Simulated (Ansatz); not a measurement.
`C[SiH](Cl)N=C=O` → `[CH2]` (triplet) + `O=C=N[SiH2]Cl` at 298.15 K and 1 bar (formal loss of a carbene).

Program: Ansatz. Geometries: PBE0-D4/def2-TZVP. ΔE: electronic, gas phase. CBS: MP2 limit from def2 TZ/QZ plus the TZ coupled-cluster correction, frozen cores. This one scheme is used for every species. Triplets are unrestricted, without spin–orbit coupling. Each species was taken in one conformer, which may not be the lowest.

```csv
species,CCSD(T)/CBS energy (Eh),H − E (kJ/mol),S (J/(mol·K))
`C[SiH](Cl)N=C=O`,-957.35236,184.8,379.8
`[CH2]` (triplet),-39.09499,55.4,195.3
`O=C=N[SiH2]Cl`,-918.06992,105.0,344.5
```

H − E and S are ideal-gas, rigid-rotor, harmonic terms from PBE0-D4/def2-TZVP, for one conformer and one mirror image of each species, with the whole ground term of open shells counted as degenerate. 1 Eh = 2625.50 kJ/mol, R = 8.31446 J/(mol·K).

Q: By hand: ΔE, ΔH, ΔS and ΔG.

A: ΔE = (-39.09499) + (-918.06992) − (-957.35236) = 0.18745 Eh = 492.1 kJ/mol. Δ(H − E) = 55.4 + 105.0 − 184.8 = -24.4, so ΔH = 467.7 kJ/mol. ΔS = 195.3 + 344.5 − 379.8 = 160.0 J/(mol·K). ΔG = 467.7 − 298.15 × (160.0)/1000 = 420.0 kJ/mol.

Q: By hand: the equilibrium constant, and the temperature at which ΔG would vanish if ΔH and ΔS stayed fixed.

A: log₁₀ K = −ΔG/(RT ln 10) = -73.6. ΔG = 0 at ΔH/ΔS = 2923 K, far beyond where these terms or the molecules hold.

The number of gas molecules changes by +1, which sets the sign of ΔS. A doubt of 5 kJ/mol in ΔE shifts log₁₀ K by 0.9 here. Other conformers and mirror images would add mixing entropy, several J/(mol·K) or more a flexible species. Modes under 60 cm⁻¹, often nearly free rotors, make the harmonic entropy too high. A triplet takes part, so the spin changes. These are equilibria of isolated gas molecules and say nothing of rates. Largest T1 diagnostic: 0.014 (customary marks: 0.02 for closed shells, 0.045 for open ones).
